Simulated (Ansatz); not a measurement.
Born–Oppenheimer molecular dynamics of F4H3HfN (9 atoms, charge 0, multiplicity 1). It starts at the highest image of a converged band. Of that band: Neighbouring images differ by up to 1.5 eV, so the band resolves the path poorly. A vibrational analysis at the climbing image gives one clearly imaginary mode, 279i cm⁻¹: a first-order saddle point.

All numbers below come from RHF/def2-SVP in Ansatz 0.2.0.

```json
{
  "ensemble": "NVE (velocity Verlet)",
  "time step": "0.5 fs",
  "steps asked": "200",
  "starting velocities drawn for": "300 K",
  "seed": "8276"
}
```

First frame:

```xyz
9
Properties=species:S:1:pos:R:3
Hf -0.483 0.766 -0.313
F -1.281 -1.197 0.601
F -1.485 0.317 -1.883
F -1.333 1.667 1.150
F 0.643 2.160 -0.988
H -0.292 -1.363 0.622
N 1.018 -0.687 0.250
H 1.647 -0.506 1.018
H 1.565 -1.157 -0.456
```

(1) How far do the bonds stretch over the last three quarters of this one trajectory? (Pairs bonded in most of those frames.)

Answers

(1) 
```csv
bond,mean (Å),spread (Å),shortest,longest
Hf1–F2,1.958,0.130,1.78,2.16
Hf1–F3,1.929,0.029,1.88,1.97
Hf1–F4,1.919,0.023,1.88,1.96
Hf1–F5,1.950,0.010,1.93,1.96
Hf1–N7,2.796,0.182,2.33,2.97
H6–N7,1.018,0.037,0.95,1.08
N7–H8,1.014,0.036,0.96,1.07
N7–H9,1.012,0.029,0.96,1.07
```

Mean temperature of the second half: 1153 K. The conserved energy stayed within 0.24 meV per atom of its start (net change -0.046 meV per atom), so the integration is sound. The kinetic energy rose, since the run started high on the potential surface and went downhill. A run of 0.1 ps of so small a system gives no equilibrium averages. The orbitals stay closed-shell, which can raise the energy where a bond breaks towards radicals; this wasn't checked here.

Run time: 6 min on 2 threads of AMD EPYC 7R43 64-Core Processor (Zen 3), on a shared host, peak memory 0.27 GiB.
